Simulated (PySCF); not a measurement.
**Telling isomers of C$_{7}$H$_{12}$NP apart by NMR**

[PySCF 2.14: shielding tensors at PBE0/pcSseg-1 (GIAO); GFN2-xTB structure; gas phase; single conformer; non-relativistic; rapidly exchanging positions averaged]

δ = σ(ref) − σ, references computed at the same level: TMS for ¹H (σ = 31.72 ppm) and ¹³C (σ = 186.93 ppm). Splittings of carbon signals by F and P are missing where no couplings were computed. Where no couplings were computed, multiplicities follow the n + 1 count of equivalent neighbours, and m marks all less simple cases (inequivalent or close neighbours, rings, F or P nearby). Shifts are as computed. Against solution values, carbons near 30 ppm lie about +3 ppm off and those near 130 ppm about +5 ppm. Of 1211 compounds with measured shifts, 218 miss one by over three times the rms of a fit or turn the order of signals round; such compounds aren't used in these exercises.

(1) Tabulate the signals of `Cc1cn(C(C)C)cp1`, `CCc1cn(CC)cp1`, `CN=P1(C)C=CCC=C1` and their relative energies.

(2) What is the quickest way to tell Cc1cn(C(C)C)cp1 from CN=P1(C)C=CCC=C1?

(3) What is the quickest way to tell Cc1cn(C(C)C)cp1 from CCc1cn(CC)cp1?

(4) What is the quickest way to tell CCc1cn(CC)cp1 from CN=P1(C)C=CCC=C1?

## Answers

(1) 
| SMILES | carbon types | δC | δH | E rel. (kcal/mol) |
| --- | --- | --- | --- | --- |
| Cc1cn(C(C)C)cp1 | 1×C 3×CH 3×CH3 | 159.3, 154.0, 126.6, 58.0, 26.3, 18.7 | 7.85 (m, 1H), 7.22 (m, 1H), 4.05 (sept, 1H), 2.63 (m, 3H), 1.46 (d, 6H) | 0.0 |
| CCc1cn(CC)cp1 | 1×C 2×CH 2×CH2 2×CH3 | 162.2, 157.7, 130.3, 50.5, 28.3, 25.8, 21.6 | 7.80 (m, 1H), 7.21 (m, 1H), 4.04 (q, 2H), 2.81 (m, 2H), 1.41 (t, 3H), 1.26 (t, 3H) | 1.6 |
| CN=P1(C)C=CCC=C1 | 4×CH 1×CH2 2×CH3 | 143.9, 135.7, 33.8, 33.7, 20.6 | 6.66 (m, 2H), 6.48 (m, 2H), 3.22 (m, 3H), 2.97 (m, 1H), 2.78 (m, 1H), 1.39 (m, 3H) | 45.6 |

Energies are electronic energies at PBE0/pcSseg-1 on these geometries, without zero-point or thermal terms, each for the one conformer computed, which needn't be the lowest.

(2) Count the carbon signals: 6 against 5. The first has a substituted aromatic carbon (C) at 154.0 ppm, the second an allylic sp3 CH2 at 33.7 ppm. Their most deshielded carbons lie at 159.3 and 143.9 ppm. In the proton spectra the most deshielded non-exchanging signals are 7.85 (m, 1H) and 6.66 (m, 2H).

(3) Count the carbon signals: 6 against 7. The first has an sp3 CH bonded to N at 58.0 ppm, the second an sp3 CH2 bonded to N at 50.5 ppm. Their most deshielded carbons lie at 159.3 and 162.2 ppm.

(4) Count the carbon signals: 7 against 5. The first has a substituted aromatic carbon (C) at 162.2 ppm, the second an alkene CH at 143.9 ppm. In the proton spectra the most deshielded non-exchanging signals are 7.80 (m, 1H) and 6.66 (m, 2H).
